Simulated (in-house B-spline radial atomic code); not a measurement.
A run on an ion of nuclear charge 65 with 65.6 electrons that did not converge. Method: scalar-relativistic (X2C) TPSSh, spin-polarised, spherical fractional occupations, Fermi nucleus of rms radius 5.06 fm; computed with an all-electron radial atomic-structure program (B-spline basis).

Command:
```bash
python run_scf.py task.json out
```
Settings (nuclear radius in fm, mass in u):
```
Z                65
configuration    [Xe] 4f9.6 6s2
hamiltonian      x2c
method           tpssh
spin_polarised   True
nucleus          fermi
rms_radius       5.06
atomic_mass      158.92535
speed_of_light   137.035999084
```

First and last ten iterations of the last attempt (damped for 15 steps, keeping 80 % of the old Fock matrix, then DIIS):
```
 iter        energy (Eh)    residual
    1      -11705.834347    1.49e-01
    2      -11701.564858    4.18e-01
    3      -11705.733536    2.12e-01
    4      -11707.313920    1.06e-01
    5      -11707.808243    5.24e-02
    6      -11707.945948    2.80e-02
    7      -11706.005758    1.51e-01
    8      -11707.361723    1.08e-01
    9      -11707.886419    3.94e-02
   10      -11706.049363    1.45e-01
  111      -11706.308160    1.20e-01
  112      -11706.314756    1.20e-01
  113      -11707.827441    5.05e-02
  114      -11707.866131    4.50e-02
  115      -11705.864551    1.41e-01
  116      -11705.913167    1.39e-01
  117      -11705.866453    1.42e-01
  118      -11705.816222    1.42e-01
  119      -11706.144159    1.27e-01
  120      -11662.834838    5.55e-01
 not converged after 120 iterations
```

The smallest residual met was 2.8e-02; the threshold is about 6e-07. No energy from this run should be used. The likely cause: this method binds the added charge weakly or not at all at the basis-set limit, so charge moves back and forth between the atom and the box. Run time, properties included: 7.1 s on 1 thread of Arm Neoverse V1, on a shared host.
